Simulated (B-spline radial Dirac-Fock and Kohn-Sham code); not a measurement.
## Auger parameter of osmium: the L3 level and its strongest L3-MM line

Calculated with a radial B-spline solver, using Dirac-Fock ΔSCF + Breit + QED. The modified Auger parameter α′ is the binding energy plus the kinetic energy of the Auger electron; it does not depend on the energy zero. For free ions it tends to fall with charge, since less charge screens the final holes.

```
            species      configuration  binding 2p3/2 (eV)  Auger line  kinetic (eV)  α′ (eV)
               Os⁴⁺  [Xe] 4f14 5d3 6s1             10937.8    M4M5 J=4        6730.8  17668.6
               Os⁵⁺      [Xe] 4f14 5d3             10950.5    M4M5 J=4        6717.3  17667.8
Os⁵⁺ (Watson 2.2 Å)      [Xe] 4f14 5d3             10917.7    M4M5 J=4        6750.0  17667.8
               Os⁶⁺      [Xe] 4f14 5d2             10969.2    M4M5 J=4        6697.8  17666.9
               Os⁷⁺      [Xe] 4f14 5d1             10988.9    M4M5 J=4        6677.3  17666.3
Os⁷⁺ (Watson 1.6 Å)      [Xe] 4f14 5d1             10925.9    M4M5 J=4        6740.3  17666.3
Os⁷⁺ (Watson 2.7 Å)      [Xe] 4f14 5d1             10951.6    M4M5 J=4        6714.7  17666.3
```
